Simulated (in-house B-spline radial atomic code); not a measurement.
The numbers below are computed, except where a source is named.
## Two electrons in Ge: a Gaussian well −V exp(−r²/w²) with V = 186 meV and w = 70.9 nm

For Ge the NSM archive of the Ioffe Institute lists m_l = 1.6 m0, m_t = 0.08 m0 and ε = 16.2; the model takes one isotropic valley with the conductivity mass 3/(1/m_l + 2/m_t) = 0.117 m0, and so misses anisotropy and the other valleys. All triplets below are those of one valley; with several valleys two electrons can form a triplet in the 1s orbital itself, at an energy set by the valley splitting.

Effective-mass model with parabolic bands, a uniform dielectric constant, no image charges, no central-cell or spin-orbit terms. Two-electron levels come from full CI in B-splines with partial waves to l = 5 (up to 0.001 effective hartree above the limit).

(1) What are the effective units, and what is the potential in them?

In these units the lowest s and p orbitals lie at -14.452852 and -13.894835, and their Coulomb and exchange integrals are J_ss = 0.596545, J_sp = 0.495479 and K_sp = 0.09872. Full CI gives -28.374185 for the ground singlet, -27.967616 for the sp triplet, -27.818286 for the sp singlet and -27.425156 for the lowest triplet of two s orbitals.

(2) What does it cost to add the second electron, to first order and exactly?

(3) How far above the singlet do the triplets lie?

Results:

(1) Ha* = 27211.386 meV × 0.117/16.2² = 12.13 meV and a* = 0.0529177 nm × 16.2/0.117 = 7.327 nm. V = 15.3 Ha* and w = 9.68 a*.

(2) To first order E = 2ε_s + J_ss = -28.309159, so the charging energy E(2) − 2E(1) is J_ss = 7.237 meV. CI gives -28.374185 − 2 × (-14.452852) = 0.531519, or 6.448 meV: relaxation and correlation lower it by 0.7889 meV, 10.9 % of J_ss. The s² configuration of one-electron orbitals holds 95.6 % of the state, and the mean radius is 12.1 nm. The second electron is bound by ε_s − E = 168.9 meV, against 175.3 meV for the first.

(3) To first order the sp triplet lies at ε_s + ε_p + J_sp − K_sp = -27.950928, which is 4.346 meV above 2ε_s + J_ss. CI gives -27.967616 − (-28.374185) = 0.406569, or 4.932 meV, 73 % of the orbital spacing of 6.769 meV. The ss triplet lies 11.51 meV up, so the lower of the two is the sp one, and its gap equals k_BT at 57.2 K. The sp singlet-triplet splitting is 1.812 meV, against 2K_sp = 2.395 meV.
